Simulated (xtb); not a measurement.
xtb input:

```bash
xtb mol.xyz --gfn 1 --sp --chrg 1 --uhf 0
```
mol.xyz:
```
3

In     0.00000000     0.00000000     0.00000000
Br    -0.00000000    -0.00000000    -2.36845066
Br     0.00000000     0.00000000     2.36845066
```

Q: Predict the final energy.

A: -8.87619 Eh (GFN1-xTB).

It need not be the lowest isomer of its formula.
